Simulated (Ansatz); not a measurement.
One change: `SC1O[SiH2]1` becomes `ClC1O[SiH2]1`.

Ansatz, PBE0-D4/def2-TZVP geometries, multiplicity 1. Each molecule was computed in one conformer, which needn't be the lowest.

| property | `SC1O[SiH2]1` |
| --- | --- |
| zero-point energy (PBE0-D4/def2-TZVP) / kJ/mol | 122.7 |
| LUMO energy (ωB97M-V/def2-TZVPP) / eV | 0.96 |
| HOMO–LUMO gap (PBE/def2-TZVPP) / eV | 4.35 |
| LUMO energy (PBE/def2-TZVPP) / eV | -1.65 |
| HOMO–LUMO gap (ωB97M-V/def2-TZVPP) / eV | 10.40 |
| HOMO energy (PBE0/def2-TZVPP) / eV | -7.22 |

Question: What does the change do to each property? (An estimate is asked.)

Answer: Computed: 
```json
{"property": "zero-point energy (PBE0-D4/def2-TZVP) / kJ/mol", "`ClC1O[SiH2]1`": "100.3", "shift": "-22.4"}
{"property": "LUMO energy (ωB97M-V/def2-TZVPP) / eV", "`ClC1O[SiH2]1`": "0.75", "shift": "-0.21"}
{"property": "HOMO–LUMO gap (PBE/def2-TZVPP) / eV", "`ClC1O[SiH2]1`": "4.41", "shift": "0.06"}
{"property": "LUMO energy (PBE/def2-TZVPP) / eV", "`ClC1O[SiH2]1`": "-1.86", "shift": "-0.21"}
{"property": "HOMO–LUMO gap (ωB97M-V/def2-TZVPP) / eV", "`ClC1O[SiH2]1`": "10.46", "shift": "0.06"}
{"property": "HOMO energy (PBE0/def2-TZVPP) / eV", "`ClC1O[SiH2]1`": "-7.51", "shift": "-0.29"}
```

With PBE0 the HOMO falls by 0.29 eV and the LUMO falls by 0.23 eV, so the gap widens by about 0.06 eV. PBE moves the HOMO by -0.27 eV and ωB97M-V by -0.27 eV. The zero-point energy changes by -22.4 kJ/mol with -3 modes.
